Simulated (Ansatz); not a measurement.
Wavefunction ladder for CH₆AlFSSi (`F[CH]([SiH3])[AlH][SH]`)

```xyz
11

F     1.648    0.057    0.607
C     0.525    0.490   -0.136
Si    0.262   -0.673   -1.600
Al   -1.039    0.658    1.067
S    -0.759    0.002    3.118
H     0.768    1.482   -0.546
H    -0.861   -0.115   -2.402
H    -0.118   -2.026   -1.115
H     1.480   -0.782   -2.443
H    -2.434    1.215    0.579
H     0.528   -0.309    2.873
```

Total charge 0; spin multiplicity 1. All single points use the PBE0-D4/def2-TZVP geometry. It is one conformer, not always the lowest. Frozen core, restricted reference, Ansatz. CBS rows extrapolate triple and quadruple zeta; past MP2 they add the triple-zeta difference.

| basis | HF (Eh) | MP2 corr. | CCSD corr. | (T) | CCSD(T) total |
| --- | --- | --- | --- | --- | --- |
| def2-TZVPP | -1069.29495 | -0.79907 | -0.85827 | -0.03222 | -1070.18544 |
| def2-QZVPP | -1069.32832 | -0.86596 | – | – | – |
| CBS(def2) | -1069.33292 | -0.91550 | -0.97470 | as TZ | -1070.33984 |
